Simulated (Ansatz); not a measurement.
C$_{2}$H$_{5}$Cl$_{3}$Sn (`C[CH2][Sn]([Cl])([Cl])[Cl]`), 11 atoms. The species carries charge 0 and has multiplicity 1. Correlated methods freeze the filled d shell of Sn. Sn takes the def2 core potential. All runs use 2 threads of an AMD EPYC 7R13 on a shared host and a share of an NVIDIA H100 80 GB. Correlated methods freeze the cores. Open-shell runs search over several starts.

Q: How many basis functions does each run have, and how long does it take in Ansatz? RKS ωB97M-V/def2-SVP energy; RKS PBE0-D4/def2-TZVP frequencies; RKS PBE0-D4/def2-QZVPP energy; UKS B3LYP-D4/def2-TZVPP energy of the cation; UHF-MP2/def2-QZVPP energy of the cation; RKS r2SCANh-D4/def2-TZVPP energy; UHF-CCSD(T)/def2-TZVPP energy of the cation; UKS r2SCAN-D4/def2-TZVPP energy of the cation; direct RPA on PBE orbitals/def2-TZVPP energy; RKS revPBE-D4/def2-TZVPP energy; RKS PBE0-D4/def2-TZVP relaxation (6 steps); UKS B2PLYP (frozen core)/def2-TZVPP energy of the cation. (Best estimate.)

A: Ansatz gave: Other jobs shared the machine, so times are rough.

| level | job | functions | wall time | peak host memory (GiB) |
| --- | --- | --- | --- | --- |
| RKS revPBE-D4/def2-TZVPP | energy | 308 | 2.1 s | 0.85 |
| RKS ωB97M-V/def2-SVP | energy | 133 | 3.5 s | 0.86 |
| RKS r2SCANh-D4/def2-TZVPP | energy | 308 | 3.5 s | 0.89 |
| direct RPA on PBE orbitals/def2-TZVPP | energy | 308 | 6.5 s | 1.4 |
| UKS B2PLYP (frozen core)/def2-TZVPP | energy of the cation | 308 | 6.5 s | 1.4 |
| RKS PBE0-D4/def2-QZVPP | energy | 556 | 7.5 s | 2 |
| UKS B3LYP-D4/def2-TZVPP | energy of the cation | 308 | 8 s | 0.93 |
| UKS r2SCAN-D4/def2-TZVPP | energy of the cation | 308 | 9 s | 1 |
| RKS PBE0-D4/def2-TZVP | relaxation (6 steps) | 253 | 12 s | 0.96 |
| UHF-MP2/def2-QZVPP | energy of the cation | 556 | 21 s | 1.2 |
| UHF-CCSD(T)/def2-TZVPP | energy of the cation | 308 | 23 s | 0.89 |
| RKS PBE0-D4/def2-TZVP | frequencies | 253 | 85 s | 0.96 |

B3LYP here is the variant with VWN-RPA as its local correlation; programs differ in this.
